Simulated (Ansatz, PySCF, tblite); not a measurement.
Bond stretch in O2 (anion, charge -1), doublet.

Methods: GFN2-xTB, 300 K electronic temperature (tblite); UHF/3-21G = unrestricted Hartree-Fock/3-21G run with PySCF 2.14.0; ROMP2 = MP2 on ROHF/aug-cc-pVTZ, frozen core in Ansatz (an electronic-structure program).

Energies are in kJ/mol, each relative to the lowest point of its own curve near equilibrium.

| R / Å | GFN2-xTB | UHF/3-21G | ROMP2 |
|---|---|---|---|
| 1.06 | 356.7 | 451.5 | 307.9 |
| 1.14 | 151.0 | … | … |
| 1.18 | 88.6 | … | 75.3 |
| 1.27 | 14.0 | 35.9 | 4.4 |
| 1.28 | 10.1 | 29.1 | 0.0 |
| 1.33 | 0.0 | 6.7 | … |
| 1.37 | 1.6 | 0.8 | 27.4 |
| 1.40 | … | 0.0 | 47.6 |
| 1.45 | 23.2 | 1.0 | 80.6 |
| 1.54 | 66.4 | 9.3 | 137.1 |
| 1.62 | … | 20.2 | 184.1 |
| 1.80 | 230.3 | 46.4 | 281.5 |
| 1.98 | 338.2 | 71.9 | 368.7 |
| 2.18 | 434.5 | 91.7 | 452.0 |
| 2.41 | 511.5 | 106.8 | 527.8 |
| 2.68 | 563.0 | 124.9 | 591.6 |
| 2.91 | 576.7 | 136.5 | — |
| 3.29 | 578.3 | 145.7 | — |
| 3.63 | 574.2 | 148.6 | — |
| 4.01 | — | 150.0 | — |
| 4.67 | — | 151.3 | — |
| 5.33 | — | 151.9 | — |

Q: What belongs in the gaps?

A: 
- 1.14, UHF/3-21G: 217.8
- 1.14, ROMP2: 130.6
- 1.18, UHF/3-21G: 140.5
- 1.33, ROMP2: 0.3
- 1.40, GFN2-xTB: 7.2
- 1.62, GFN2-xTB: 114.1

A dash means that the run gave no value there, or that the column was ended at a point which the program doubted or which failed a test of continuity chosen for this set; such a test can also cut sound points.

Where the anion isn't bound against loss of the electron, the finite basis alone holds it. The unrestricted determinant behind UHF/3-21G is spin-contaminated at 1.62 to 5.33 Å (<S²> up to 1.8, against 0.75 for a pure doublet). The T1 diagnostic of CCSD on the restricted reference of ROMP2 exceeds 0.045 at 1.37 to 2.68, 3.29 to 4.01 Å.
